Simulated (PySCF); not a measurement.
A PySCF script (with the pyscf-properties extension) for the NMR shieldings of `InChI=1S/BH7NPSi/c1-3-4-2/h3H,1-2,4H2`, on a PBE0-D3(BJ)/def2-SVP geometry:

```python
import basis_set_exchange as bse
import numpy as np
from pyscf import gto, dft
from pyscf.prop import nmr

atoms = """
B     2.460937   -0.037440    0.269846
P     0.869063    0.861602    0.519434
Si   -0.801581   -0.499973   -0.092813
N    -2.292181    0.263153    0.320832
H     2.528122   -1.190396    0.623423
H     3.440698    0.551131   -0.116044
H     0.840141    1.968818   -0.366820
H    -0.867151   -0.766080   -1.560518
H    -0.451001   -1.777740    0.609643
H    -2.470649    0.563368    1.272575
H    -3.147468   -0.016595   -0.145808
"""
names = dict.fromkeys(["B", "P", "Si", "N", "H"], "pcSseg-2")
basis = {el: gto.basis.parse(bse.get_basis(n, elements=[el], fmt="nwchem")) for el, n in names.items()}
mol = gto.M(atom=atoms, basis=basis, charge=0, verbose=0)
mf = dft.RKS(mol, xc="HYB_GGA_XC_WP04")
mf.grids.level = 2
mf.grids.alignment = dft.numint.BLKSIZE   # the property module wants whole blocks of grid points
mf.conv_tol = 1e-9
mf.kernel()

calc = nmr.RKS(mf)   # GIAO
C = mf.mo_coeff
Co = C[:, mf.mo_occ > 0]
resp = mf.gen_response(singlet=True, hermi=2)
def vind(x):   # induced exchange potential for any number of trial vectors
    d = np.einsum("pi,xij,qj->xpq", C, 2 * x.reshape(-1, C.shape[1], Co.shape[1]), Co, optimize=True)
    return np.einsum("xpq,pi,qj->xij", resp(d - d.transpose(0, 2, 1)), C, Co, optimize=True).ravel()
mo1, _ = nmr.rhf.solve_mo1(calc, with_cphf=vind)
sigma = calc.kernel(mo1)
for i, s in enumerate(sigma):   # ppm
    w = np.linalg.eigvalsh((s + s.T) / 2)
    print("%2d %-2s iso %8.1f  s11 %8.1f  s22 %8.1f  s33 %8.1f" % (i, mol.atom_pure_symbol(i), w.mean(), *w))
```

**Question.** What does it print?

**Answer.** 
```
 0 B  iso     12.7  s11    -91.5  s22     -2.2  s33    131.7
 1 P  iso    394.1  s11    267.1  s22    416.2  s33    499.1
 2 Si iso    363.2  s11    307.7  s22    361.4  s33    420.7
 3 N  iso    237.4  s11    204.7  s22    246.6  s33    261.0
 4 H  iso     24.5  s11     16.4  s22     27.7  s33     29.5
 5 H  iso     24.4  s11     16.8  s22     27.5  s33     28.9
 6 H  iso     28.4  s11     24.3  s22     27.1  s33     33.8
 7 H  iso     27.1  s11     23.8  s22     26.1  s33     31.3
 8 H  iso     26.7  s11     23.0  s22     25.5  s33     31.6
 9 H  iso     31.3  s11     24.6  s22     28.3  s33     40.8
10 H  iso     31.0  s11     24.2  s22     27.0  s33     41.9
```

These numbers come from an equivalent density-fitted implementation of the same equations, which agrees with the script to about 0.01 ppm for H and up to a few tenths of a ppm for heavy atoms, so last digits may differ.

Size and cost of the density-fitted run: 256 basis functions, 25 s wall time on 1 thread of an Arm Neoverse V1, shared host; peak memory 0.97 GiB.
